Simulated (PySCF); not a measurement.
Excitation energy of Nd(2+) by level of theory

Nd(2+) [Xe] 4f4 (high-spin determinant) → Nd(2+) [Xe] 4f3 5d1 (high-spin determinant), as a difference of total energies. All numbers are calculated (PySCF 2.14, scalar relativity by spin-free X2C-1e, in ANO-RCC-VTZP (8s7p5d3f2g1h, 104 functions)). Correlated levels: valence: [Kr] 4d10 frozen; valence and next inner shell: [Ar] 3d10 frozen. The calculations carry no spin-orbit coupling.

```tsv
method	excitation energy (eV)
UHF	0.901
LDA	3.651
PBE	3.336
PBE0	2.813
r2SCAN	3.093
MP2 (valence)	2.000
SCS-MP2 (valence)	1.571
MP2 (valence and next inner shell)	2.246
SCS-MP2 (valence and next inner shell)	1.810
```

Task: How much does correlation contribute at MP2 (valence and next inner shell)?

Result: 2.246 − (0.901) = 1.345 eV, measured against UHF.

A first-order spin-orbit estimate (lowest level to lowest level, LS coupling) adds -0.145 eV.

The determinant of the upper state and of the lower state mixes LS terms, which raises its energy above the lowest term, most at the Hartree-Fock and MP2 levels.
